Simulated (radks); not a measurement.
Species: N4+. Configuration: 1s1 2s1 3d1 (not the ground configuration).

All-electron calculation, scalar-relativistic Kohn-Sham, PBE, spin-unpolarised, spherical densities, finite nucleus; Fermi nuclear charge, rms radius 2.5582 fm; without spin polarisation the odd electron is poorly described. Program: a radial shooting solver on a logarithmic mesh with Libxc functionals.

Energy parts (eV):
| part | energy |
|---|---|
| total | -826.157 |
| kinetic | 825.774 |
| electron-nucleus | -1727.483 |
| Hartree | 145.388 |
| exchange-correlation | -69.836 |

Orbitals (lengths in bohr, moments of r in powers of bohr; <r^-3> diverges for s and p1/2; r(90%) holds 90 % of the orbital's charge):
orbital  occ.  eigenvalue (eV)  r(90%)  <r^-3>    <r^4>
1s          1        -559.7679   0.388       -  0.01033
2s          1        -105.6840    1.46       -    1.904
3d          1         -34.0602    3.03  0.3980    34.45

The highest occupied level is 3d at -34.060 eV. The electron density at the nucleus is 120.6 e/bohr^3 (large components only). Summed over all electrons, <r^2> = 5.681 bohr^2, which gives a Langevin (diamagnetic) susceptibility term of -4.5 x 10^-6 cm^3/mol. The density falls to 0.001 e/bohr^3 at r = 3.21 bohr.
